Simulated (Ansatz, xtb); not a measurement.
Two isomers of C4HF4N

Structure X: `N#C/C(F)=C\C(F)(F)F`, a singlet. Structure Y: `N#C/C(F)=C(\F)C(F)F`, a singlet. Both are isolated molecules in the gas phase, relaxed with B3LYP/def2-SVP; the shapes shown needn't be the lowest conformers.

X (Å):

```xyz
10

C    -1.0452   -1.9101   -0.8750
C    -0.2418   -0.7855   -1.2729
C     1.0757   -0.6169   -1.1119
C     2.0346   -1.5740   -0.4691
F    -0.9606    0.1676   -1.8682
F     2.6299   -0.9928    0.5845
F     3.0008   -1.9111   -1.3379
F     1.4506   -2.6994   -0.0441
N    -1.7547   -2.7792   -0.5834
H     1.5191    0.3111   -1.4799
```

Y (Å):

```xyz
10

C    -1.0270   -1.2059    0.6789
C    -0.5266   -0.0687   -0.0322
C    -1.1508    0.4483   -1.1070
C    -0.7477    1.6324   -1.9495
F     0.6046    0.4496    0.4382
F    -2.2729   -0.1229   -1.5394
F     0.1663    2.3939   -1.3200
F    -0.2207    1.1964   -3.1208
N    -1.4201   -2.1247    1.2683
H    -1.6414    2.2417   -2.1795
```

Problem. Which of the two would you expect CCSD(T)/def2-SVP + ΔMP2/def2-TZVPP electronic energies to favour?

Solution. Structure X; the calculation gives E(Y) − E(X) = +18.8 kcal/mol.

The same difference at several levels:

```tsv
level	geometry	E(Y) − E(X) (kcal/mol)	departure from the last row (kcal/mol)	job, with rough time for the two
B3LYP/def2-SVP	B3LYP/def2-SVP	+17.9	−0.9	optimisation, 68 s
HF/def2-SVP	B3LYP/def2-SVP	+20.3	+1.6	part of the CCSD(T) run
MP2/def2-SVP	B3LYP/def2-SVP	+21.0	+2.2	part of the CCSD(T) run
CCSD(T)/def2-SVP	B3LYP/def2-SVP	+19.9	+1.2	single point
CCSD(T)/def2-SVP + ΔMP2/def2-TZVPP	B3LYP/def2-SVP	+18.8		single point, 81 s
```

As drawn, both hold the same kinds of bond in the same numbers.

The levels shown agree on the order. The largest departure from CCSD(T)/def2-SVP + ΔMP2/def2-TZVPP is that of MP2/def2-SVP, 2.2 kcal/mol. A small imaginary or near-zero mode remains, so no thermal terms are given. Levels run at GFN2-xTB geometries aren't shown. The last row adds to CCSD(T) the change of the MP2 difference between the two basis sets, here −1.2 kcal/mol.

The correlated steps freeze 9 core orbitals. Run with Ansatz 0.2.0, xtb 6.7.1; the last row on 4 threads of Arm Neoverse V1 on a shared host.
